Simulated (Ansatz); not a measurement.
A nudged elastic band was laid between two geometries of CH$_{6}$Ge (8 atoms, charge 0, multiplicity 1).

These are results of RKS BLYP/def2-SVP in Ansatz, not measurements.

| Property | Result |
| --- | --- |
| movable images | 5 |
| climbing image | yes |
| spring | 5.0 eV/Å² |
| optimiser | quadratic models (default) |
| start path | through a guess of the saddle point |
| force threshold | 0.05 eV/Å |
| iteration limit | 60 |
| end points | relaxed |

Initial state:

```xyz
8
Properties=species:S:1:pos:R:3
Ge 0.399 0.015 0.037
C 0.936 -0.017 1.948
H 0.046 -0.137 2.595
H 1.628 -0.861 2.136
H 1.446 0.928 2.218
H 1.651 0.166 -0.874
H -0.559 1.210 -0.237
H -0.334 -1.304 -0.343
```

Final state:

```xyz
8
Properties=species:S:1:pos:R:3
Ge 0.136 0.007 -1.028
C 1.323 0.012 1.865
H 0.255 -0.196 2.053
H 1.947 -0.802 2.278
H 1.605 0.986 2.307
H 1.545 0.064 0.766
H -0.834 1.117 -0.356
H -0.764 -1.186 -0.404
```

**Question.** What changes between the two ends?

**Answer.** Bonds broken: Ge1–C2, Ge1–H6. Bonds formed: C2–H6. CH6Ge becomes CH4 + GeH2.

**Question.** What energy profile does the band end with?

**Answer.** The run converged. The highest image is number 3 of 0 to 6, 228.1 kJ/mol above the first end and 121.5 kJ/mol above the last; the last end lies 106.6 kJ/mol above the first. A vibrational analysis at the climbing image gives one clearly imaginary mode, 1026i cm⁻¹: a first-order saddle point. The orbitals stay closed-shell, which can raise the energy where a bond breaks towards radicals; this wasn't checked here.

| image | path coordinate (Å) | energy (kJ/mol) | Ge1–C2 (Å) | Ge1–H6 (Å) | C2–H6 (Å) |
| --- | --- | --- | --- | --- | --- |
| 0 | 0.00 | 0.0 | 1.98 | 1.56 | 2.92 |
| 1 | 0.51 | 20.2 | 1.96 | 1.54 | 2.57 |
| 2 | 1.03 | 133.8 | 2.09 | 1.50 | 2.11 |
| 3 | 1.54 | 228.1 | 2.43 | 1.57 | 1.73 |
| 4 | 1.98 | 161.1 | 2.57 | 1.75 | 1.29 |
| 5 | 2.43 | 110.4 | 2.89 | 2.06 | 1.13 |
| 6 | 2.87 | 106.6 | 3.13 | 2.28 | 1.12 |

**Question.** What is the geometry of the highest image?

**Answer.** 
```xyz
8
Properties=species:S:1:pos:R:3
Ge 0.269 0.020 -0.511
C 1.061 -0.002 1.782
H 0.103 -0.270 2.255
H 1.837 -0.759 1.985
H 1.388 1.018 2.042
H 1.679 0.015 0.168
H -0.584 1.253 -0.070
H -0.539 -1.275 -0.171
```

**Question.** What are the harmonic wavenumbers there?

**Answer.** 1026i, 122, 331, 473, 545, 689, 739, 878, 887, 1074, 1381, 1394, 1988, 2027, 2062, 2998, 3124, 3140 cm⁻¹.

The run took 38 s on 2 threads of Arm Neoverse V2, with other jobs on the host, peak memory 0.14 GiB.
